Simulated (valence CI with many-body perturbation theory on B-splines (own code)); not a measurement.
Ho62+: electric-dipole lines

Computed by configuration interaction combined with many-body perturbation theory (CI+MBPT): three valence electrons over a frozen Dirac-Fock core [He], a basis of 11 s, 11 p, 10 d, 8 f, 5 g, 2 h functions for each j, with the one-electron correlation potential Σ1, the two-electron term Σ2, the three-electron term Σ3, Breit, model QED; selected CI, second order for the rest, scaled by the run's own slope (own B-spline code, finite nucleus).

The last digits are not significant, and no measured levels were compared; by estimate large intervals hold to a few tenths of a per cent, small ones and those within an open d or f shell to about a per cent.

Lines 151 to 200 of 576 in falling wavelength, among levels below 98618 × 10³ cm⁻¹, chosen from the strongest by gf and those to the six lowest levels. Wavelengths and rates use the calculated energies. Electric multipoles are in the length gauge, E1 and E2 with the static RPA response of the core. Weak lines are less certain than strong ones. Lines between different terms over intervals too small for the method are left out, as are lines whose strength nearly cancels.

Levels are named by their leading jj configuration (3d3/2^4 stands for four electrons in 3d with j = 3/2), which in mixed levels can hold well under half, so a name can repeat and another be missing. Letters in brackets count levels of one name in rising energy.

```tsv
λ vac (nm)	Upper	Lower	A (s⁻¹)	S (a.u.) with core polarisation	S without
1.101	(2p3/2^2 3d5/2) J=3/2	(2s 2p3/2 3d5/2) J=3/2 [b]	1.86e+12	4.89e-03	4.90e-03
1.101	(2p3/2^2 3d5/2) J=5/2 [a]	(2s 2p3/2 3d5/2) J=5/2 [b]	1.30e+12	5.13e-03	5.14e-03
1.098	(2p3/2^2 3d5/2) J=3/2	(2s 2p3/2 3d5/2) J=5/2 [b]	1.19e+12	3.11e-03	3.11e-03
1.097	(2p3/2^2 3p3/2) J=3/2 [a]	(2s 2p3/2 3p3/2) J=1/2 [b]	2.54e+12	6.62e-03	6.63e-03
1.096	(2p1/2 2p3/2^2) J=3/2	(2s 2p1/2 2p3/2) J=1/2	2.56e+12	6.65e-03	6.66e-03
1.084	(2p1/2 2p3/2 3d5/2) J=3/2 [a]	(2s 2p1/2 3d5/2) J=3/2	1.47e+12	3.70e-03	3.71e-03
1.082	(2p1/2 2p3/2 3d5/2) J=5/2 [a]	(2s 2p1/2 3d5/2) J=5/2 [b]	1.12e+12	4.22e-03	4.23e-03
1.082	(2p1/2 2p3/2 3p3/2) J=3/2 [a]	(2s 2p1/2 3p3/2) J=3/2 [b]	1.56e+12	3.90e-03	3.91e-03
1.077	(2p1/2 2p3/2 3d3/2) J=5/2 [a]	(2s 2p1/2 3d3/2) J=5/2	1.62e+12	5.99e-03	6.00e-03
1.077	(2p1/2 2p3/2^2) J=5/2	(2s 2p1/2 2p3/2) J=3/2 [b]	3.10e+12	1.14e-02	1.15e-02
1.074	(2p1/2 2p3/2 3p1/2) J=3/2 [a]	(2s 2p1/2 3p1/2) J=3/2	1.47e+12	3.59e-03	3.60e-03
1.073	(2p1/2 2p3/2 3s) J=3/2 [b]	(2s 2p1/2 3s) J=1/2 [b]	2.46e+12	6.01e-03	6.02e-03
1.073	(2p1/2 2p3/2 3d5/2) J=9/2	(2s 2p1/2 3d5/2) J=7/2	2.63e+12	1.61e-02	1.61e-02
1.072	(2p1/2 2p3/2 3p3/2) J=7/2	(2s 2p1/2 3p3/2) J=5/2	2.99e+12	1.45e-02	1.46e-02
1.072	(2p1/2 2p3/2 3d5/2) J=5/2 [a]	(2s 2p1/2 3d5/2) J=7/2	8.04e+11	2.93e-03	2.93e-03
1.071	(2p3/2^3) J=3/2	(2s 2p3/2^2) J=3/2	6.76e+12	1.64e-02	1.64e-02
1.071	(2p3/2^3) J=3/2	(2s 2p3/2^2) J=1/2	1.52e+12	3.69e-03	3.69e-03
1.069	(2p3/2^2 3p3/2) J=1/2	(2s 2p3/2 3p3/2) J=1/2 [a]	2.91e+12	3.51e-03	3.52e-03
1.069	(2s 2p3/2 3d3/2) J=3/2 [b]	(2s^2 3d3/2) J=3/2	2.74e+12	6.61e-03	6.62e-03
1.069	(2p3/2^2 3d5/2) J=5/2 [b]	(2s 2p3/2 3d5/2) J=3/2 [b]	9.18e+11	3.32e-03	3.32e-03
1.069	(2p1/2 2p3/2 3p3/2) J=3/2 [b]	(2s 2p1/2 3p3/2) J=1/2	1.47e+12	3.55e-03	3.56e-03
1.068	(2p3/2^2 3p3/2) J=3/2 [b]	(2s 2p3/2 3p3/2) J=3/2 [b]	3.53e+12	8.50e-03	8.51e-03
1.067	(2p1/2 2p3/2 3d5/2) J=5/2 [b]	(2s 2p1/2 3d5/2) J=3/2	1.28e+12	4.62e-03	4.62e-03
1.067	(2s 2p3/2 3d5/2) J=7/2 [b]	(2s^2 3d5/2) J=5/2	3.80e+12	1.82e-02	1.83e-02
1.066	(2p1/2 2p3/2 3d5/2) J=5/2 [b]	(2s 2p1/2 3d5/2) J=5/2 [b]	8.83e+11	3.17e-03	3.18e-03
1.066	(2p3/2^2 3d5/2) J=7/2	(2s 2p3/2 3d5/2) J=7/2 [a]	1.42e+12	6.79e-03	6.80e-03
1.066	(2p3/2^2 3p3/2) J=5/2	(2s 2p3/2 3p3/2) J=5/2 [a]	2.15e+12	7.69e-03	7.70e-03
1.066	(2p3/2^2 3d5/2) J=5/2 [b]	(2s 2p3/2 3d5/2) J=5/2 [b]	2.64e+12	9.44e-03	9.46e-03
1.065	(2p3/2^2 3d3/2) J=3/2 [b]	(2s 2p3/2 3d3/2) J=1/2 [b]	1.31e+12	3.13e-03	3.13e-03
1.065	(2p1/2 2p3/2 3d5/2) J=7/2 [a]	(2s 2p1/2 3d5/2) J=5/2 [a]	2.36e+12	1.13e-02	1.13e-02
1.065	(2p1/2 2p3/2 3d3/2) J=5/2 [b]	(2s 2p1/2 3d3/2) J=3/2 [b]	2.64e+12	9.44e-03	9.46e-03
1.064	(2s 2p3/2 3p3/2) J=5/2 [b]	(2s^2 3p3/2) J=3/2	4.21e+12	1.50e-02	1.51e-02
1.064	(2p1/2 2p3/2 3d3/2) J=3/2 [b]	(2s 2p1/2 3d3/2) J=1/2	1.39e+12	3.31e-03	3.32e-03
1.063	(2p1/2 2p3/2 3d3/2) J=7/2	(2s 2p1/2 3d3/2) J=5/2	2.64e+12	1.25e-02	1.25e-02
1.062	(2p1/2 2p3/2 3p1/2) J=5/2	(2s 2p1/2 3p1/2) J=3/2	3.00e+12	1.06e-02	1.06e-02
1.062	(2p1/2 2p3/2 3p3/2) J=5/2 [a]	(2s 2p1/2 3p3/2) J=3/2 [a]	2.14e+12	7.58e-03	7.59e-03
1.061	(2p1/2 2p3/2 3p1/2) J=3/2 [b]	(2s 2p1/2 3p1/2) J=1/2 [b]	3.09e+12	7.28e-03	7.29e-03
1.060	(2p1/2 2p3/2 3d5/2) J=7/2 [b]	(2s 2p1/2 3d5/2) J=5/2 [b]	1.45e+12	6.81e-03	6.82e-03
1.060	(2p3/2^2 3d3/2) J=3/2 [b]	(2s 2p3/2 3d3/2) J=5/2 [b]	2.79e+12	6.55e-03	6.56e-03
1.060	(2p1/2 2p3/2 3d3/2) J=3/2 [b]	(2s 2p1/2 3d3/2) J=3/2 [b]	1.50e+12	3.53e-03	3.54e-03
1.058	(2p3/2^2 3d5/2) J=7/2	(2s 2p3/2 3d5/2) J=5/2 [a]	1.22e+12	5.73e-03	5.74e-03
1.057	(2p3/2^2 3p1/2) J=1/2	(2s 2p3/2 3p1/2) J=3/2 [b]	4.95e+12	5.77e-03	5.78e-03
1.057	(2p3/2^2 3s) J=1/2	(2s 2p3/2 3s) J=3/2 [b]	4.88e+12	5.68e-03	5.69e-03
1.056	(2p1/2 2p3/2 3s) J=5/2	(2s 2p1/2 3s) J=3/2	2.94e+12	1.03e-02	1.03e-02
1.056	(2p1/2 2p3/2 3d3/2) J=1/2 [b]	(2s 2p1/2 3d3/2) J=1/2	2.78e+12	3.23e-03	3.24e-03
1.056	(2p3/2^2 3p1/2) J=1/2	(2s 2p3/2 3p1/2) J=1/2	2.33e+12	2.71e-03	2.72e-03
1.056	(2p1/2 2p3/2 3p1/2) J=1/2	(2s 2p1/2 3p1/2) J=1/2 [a]	2.98e+12	3.46e-03	3.47e-03
1.055	(2s 2p3/2 3d3/2) J=5/2 [b]	(2s^2 3d3/2) J=3/2	3.48e+12	1.21e-02	1.21e-02
1.055	(2p1/2 2p3/2 3d5/2) J=3/2 [b]	(2s 2p1/2 3d5/2) J=5/2 [b]	2.28e+12	5.29e-03	5.30e-03
1.055	(2s 2p3/2 3p1/2) J=1/2	(2s^2 3p1/2) J=1/2	4.64e+12	5.37e-03	5.38e-03
```
